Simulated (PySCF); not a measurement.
## How methods differ on the ionisation energy of Sc

Sc [Ar] 3d1 4s2 (2D) → Sc+ [Ar] 3d1 4s1 (3D), as a difference of total energies. Calculation: PySCF 2.14, in aug-cc-pVDZ (7s6p4d2f, 59 functions); no relativity, point nucleus. Correlated levels: valence: [Ar] frozen. The calculations carry no spin-orbit coupling.

```tsv
method	ionisation energy (eV)	difference from reference (eV)
UHF	5.368	-1.194
MP2 (valence)	6.025	-0.537
SCS-MP2 (valence)	6.157	-0.405
```

Reference: 6.562 eV (measured; NIST levels, between the centres of gravity of the two terms).

These non-relativistic numbers lack the scalar-relativistic shift.

Errors of the correlated levels include the incompleteness of this basis and the frozen core.

MP2 underrates the near-degeneracy of ns² with np² in the lower species.
